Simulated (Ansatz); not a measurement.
Diatomic KRb, closed-shell singlet (lowest of 2S+1 = 1, 3 at CCSD(T)/def2-TZVPP on PBE0 minima; our sources give no spin for the ground state, which may be another). No spin–orbit coupling. K is treated without relativity.

Seven points along R, fitted to fifth degree in 1/R; most abundant isotopes. In def2 and cc sets the state is the lowest found near the PBE0 minimum, followed along R. The singlet is held restricted.

Codes used: Ansatz (Gaussian orbitals). Each number belongs to the level named beside it. In def2 rows elements past Kr take small-core potentials, without spin–orbit coupling.

Energies at wB97M-V/def2-TZVPP:

```json
[
 {"R (Å)": "3.861230", "E (hartree)": "-623.92168420"},
 {"R (Å)": "3.965026", "E (hartree)": "-623.92190743"},
 {"R (Å)": "4.060519", "E (hartree)": "-623.92183667"},
 {"R (Å)": "4.168468", "E (hartree)": "-623.92147973"},
 {"R (Å)": "4.276416", "E (hartree)": "-623.92087112"},
 {"R (Å)": "4.400972", "E (hartree)": "-623.91990896"},
 {"R (Å)": "4.546287", "E (hartree)": "-623.91850515"}
]
```

### Question
With a reduced mass of 26.7081 u, find the minimum, the force constant and the constants.

### Answer
A fifth-degree polynomial in 1/R puts the minimum at r_e = 3.9854 Å with force constant 12.3 N/m. Then ω_e = (1/2πc)√(k/μ) = 88 cm⁻¹ and B_e = h/(8π²cμr_e²) = 0.03974 cm⁻¹; the cubic and quartic terms give α_e = 8.3e-5 and ω_e x_e = 0.20 cm⁻¹.

Ansatz is a quantum-chemistry and plane-wave program.
